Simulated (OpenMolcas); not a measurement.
CH3AlF2 (SMILES [CH3][Al]([F])[F]): the energy, rung by rung

CH3AlF2: 7 atoms, total charge 0, spin state singlet. SMILES: `[CH3][Al]([F])[F]`. Geometry: relaxed at PBE0-D4/def2-TZVP.

```xyz
7

C    -0.2536    0.8259   -0.2387
Al    0.2931   -0.9562    0.2455
F     1.5132   -1.2195    1.3155
F    -0.4234   -2.2976   -0.3786
H    -1.0758    0.8160   -0.9561
H    -0.5734    1.3845    0.6451
H     0.5811    1.3789   -0.6782
```

Quantity: the energy change with the C1–H6 bond stretched from 1.093 to 1.968 Å, in eV. The values are calculated.

| level | kind | program | value (eV) | less CCSD(T)/def2-SVPD | CPU time (all runs) |
| --- | --- | --- | --- | --- | --- |
| SVWN5/def2-SVPD (restricted) | LDA | OpenMolcas | 3.24 | +0.07 | 77 s |
| PBE/def2-SVPD (restricted) | GGA | OpenMolcas | 3.20 | +0.03 | 1.7 min |
| revPBE/def2-SVPD (restricted) | GGA | OpenMolcas | 3.17 | 0.00 | 95 s |
| M06-L/def2-SVPD (restricted) | meta-GGA | OpenMolcas | 3.45 | +0.28 | 2.1 min |
| TPSS/def2-SVPD (restricted) | meta-GGA | OpenMolcas | 3.25 | +0.08 | 2.1 min |
| B3LYP/def2-SVPD (restricted) | global hybrid | OpenMolcas | 3.34 | +0.17 | 95 s |
| B2PLYP/def2-SVPD (restricted) | double hybrid | OpenMolcas | 3.41 | +0.24 | 76 s |
| CCSD(T)/def2-SVPD (Cholesky decomposition) (restricted) | coupled cluster or CI | OpenMolcas | 3.17 | 0.00 | 19 min |

CCSD(T)/def2-SVPD (Cholesky decomposition) (restricted) is the highest level here, not the true value. At this stretch a single reference begins to fail. The first shape isn't each level's own minimum. The values span 3.17 to 3.45 eV. CPU times are rough (shared hosts, several kinds of processor and program).
